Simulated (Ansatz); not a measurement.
`C=C([SiH3])[SiH3]` and `[SiH3]C=C([SiH3])[SiH3]` differ in one atom or group.

Ansatz, PBE0-D4/def2-TZVP geometries, multiplicity 1. 

| property | `C=C([SiH3])[SiH3]` |
| --- | --- |
| HOMO–LUMO gap (ωB97M-V/def2-TZVPP) / eV | 11.53 |
| HOMO–LUMO gap (PBE/def2-TZVPP) / eV | 5.12 |
| LUMO energy (PBE0/def2-TZVPP) / eV | -0.92 |
| size of the dipole moment (ωB97M-V/def2-TZVPP) / D | 0.88 |
| LUMO energy (B3LYP/def2-TZVPP) / eV | -1.11 |
| LUMO energy (PBE/def2-TZVPP) / eV | -1.92 |

Q: Give the same properties after the change, and the shifts. (Best estimate.)

A: Computed: 
```json
{"property": "HOMO–LUMO gap (ωB97M-V/def2-TZVPP) / eV", "`[SiH3]C=C([SiH3])[SiH3]`": "10.60", "shift": "-0.93"}
{"property": "HOMO–LUMO gap (PBE/def2-TZVPP) / eV", "`[SiH3]C=C([SiH3])[SiH3]`": "4.32", "shift": "-0.80"}
{"property": "LUMO energy (PBE0/def2-TZVPP) / eV", "`[SiH3]C=C([SiH3])[SiH3]`": "-1.52", "shift": "-0.60"}
{"property": "size of the dipole moment (ωB97M-V/def2-TZVPP) / D", "`[SiH3]C=C([SiH3])[SiH3]`": "0.36", "shift": "-0.52"}
{"property": "LUMO energy (B3LYP/def2-TZVPP) / eV", "`[SiH3]C=C([SiH3])[SiH3]`": "-1.68", "shift": "-0.57"}
{"property": "LUMO energy (PBE/def2-TZVPP) / eV", "`[SiH3]C=C([SiH3])[SiH3]`": "-2.44", "shift": "-0.52"}
```

With PBE0 the HOMO rises by 0.19 eV and the LUMO falls by 0.60 eV, so the gap narrows by about 0.79 eV. PBE moves the HOMO by 0.28 eV and ωB97M-V by 0.25 eV. Dipoles are sizes alone; their direction can turn.

B3LYP here is the variant with VWN-RPA as its local correlation; programs differ in this.
